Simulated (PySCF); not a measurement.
# How methods differ on the excitation energy of Co

Co [Ar] 3d7 4s2 (4F) → Co [Ar] 3d6 4s2 5s1 (6D), as a difference of total energies. Calculation: PySCF 2.14, in aug-cc-pwCVTZ (10s9p7d4f3g, 127 functions); the non-relativistic Hamiltonian (point nucleus). Correlated levels: valence: [Ar] frozen; valence and next inner shell: [Ne] frozen; nothing frozen. The calculations carry no spin-orbit coupling.

| method | excitation energy (cm⁻¹) |
| --- | --- |
| UHF | 68573 |
| LDA | 90157 |
| PBE | 88741 |
| PBE0 | 85323 |
| r2SCAN | 88261 |
| M06-L | 86506 |
| M06 | 82997 |
| BP86 | 90058 |
| MP2 (valence) | 83111 |
| SCS-MP2 (valence) | 84289 |
| MP2 (valence and next inner shell) | 85185 |
| SCS-MP2 (valence and next inner shell) | 85199 |
| MP2 (all electrons) | 85319 |
| SCS-MP2 (all electrons) | 85232 |

A first-order spin-orbit estimate (lowest level to lowest level, LS coupling) adds 0.030 eV.

The upper state lies above the first ionisation limit, but in LS coupling its spin forbids autoionisation to the ground ion. A Rydberg-like electron needs more diffuse functions than a valence basis has.

The promoted electron is Rydberg-like, and one or two diffuse shells describe it only roughly, which tends to raise the upper state.
